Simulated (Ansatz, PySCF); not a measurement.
Si(OH)3(NH2) (H5NO3Si), SMILES [Si](O)(O)(O)N.

Coordinates come from a ωB97X-D3(BJ)/def2-SVP optimisation. A frequency run showed that this geometry is not a minimum. One conformer was computed; it need not be the lowest.

Vertical ionisation energy (IE) and electron affinity (EA) in eV. Rows of orbital energies are one-electron estimates. Where ΔSCF, EOM or ADC give a negative EA the extra electron is unbound and the value depends on the basis.

```json
[
 {"level": "−ε(HOMO), −ε(LUMO), CAM-B3LYP/def2-TZVP (PySCF)", "IE": "9.41", "EA": "-1.14"},
 {"level": "−ε(HOMO), −ε(LUMO), PBE/def2-TZVP (PySCF)", "IE": "6.38", "EA": "0.47"},
 {"level": "ΔSCF, CAM-B3LYP/def2-SVPD (Ansatz), final states of multiplicity 2 and 2", "IE": "…", "EA": "…"},
 {"level": "ΔSCF, PBE/def2-SVPD (Ansatz), final states of multiplicity 2 and 2", "IE": "10.03", "EA": "-0.75"}
]
```

Question: Complete the blanks. (An estimate is asked for; the answer gives what the named calculation found.)

Answer: 
- ΔSCF, CAM-B3LYP/def2-SVPD (Ansatz, an electronic-structure program), final states of multiplicity 2 and 2, IE: 10.70
- ΔSCF, CAM-B3LYP/def2-SVPD (Ansatz), final states of multiplicity 2 and 2, EA: -1.01

Question: What vertical singlet–triplet gap does ΔSCF give with CAM-B3LYP/def2-SVPD (Ansatz) and with PBE/def2-SVPD (Ansatz)? (Estimate from the structure and the level; the computed values follow.)

Answer: 6.69 and 6.11 eV (triplet above singlet where positive).
